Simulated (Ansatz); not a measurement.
```yaml
crystal:
  periodic: [false, false, false]
  atoms:
    - {symbol: O, position_ang: [-0.821648, 0.493625, -0.879352]}
    - {symbol: B, position_ang: [-0.331416, 0.117272, -0.376425]}
    - {symbol: C, position_ang: [0.363087, -0.656552, -0.154769]}
    - {symbol: C, position_ang: [0.073097, 0.072531, 0.520836]}
    - {symbol: Cl, position_ang: [0.792516, 0.902605, 0.831904]}
    - {symbol: H, position_ang: [-1.107270, 1.140999, -0.795762]}
    - {symbol: H, position_ang: [0.173065, -1.177752, 0.008091]}
    - {symbol: H, position_ang: [1.063221, -0.595884, -0.448481]}
    - {symbol: H, position_ang: [-0.287038, -0.184486, 1.203091]}
basis:
  gaussian: {orbitals: "6-31++G**"}
hamiltonian: {xc: {name: r2SCAN50}}
```

```sh
$ ansatz run in.yaml --threads 2 --pin off --events-out ev --progress --plain --max-ram 4352MiB
```

Output, abridged:

```
Functional definition: r2SCAN50
1334 factors; their error is unknown
mean field evaluation 1: about -17253.5648 eV, gradient 1.4e2 eV
mean field evaluation 2: about -17203.3434 eV, gradient 1.9e2 eV
mean field evaluation 4: about -17287.8435 eV, gradient 6.3e0 eV
mean field evaluation 8: about -17287.9151 eV, gradient 1.6e-1 eV
mean field evaluation 16: about -17288.1559 eV, gradient 1.9e-4 eV
mean field -17288.15592749 eV, -635.3280120021 hartree, gradient 1.3e-5 eV, S^2 0.000000; 0 other end points of the search recorded, 0 dependent functions left out
reference -17288.15595078 eV, -635.3280128580 hartree; 23, 23 occupied and 100, 100 virtual orbitals, 1334 factors
Total energy: -17288.15595078 eV, -635.3280128580 hartree
```

Task: Something in this input is off. What?

Result: The geometry is squeezed to about two thirds of its size. The calculation finished and met its thresholds. The result belongs to that input, not to the molecule as meant.
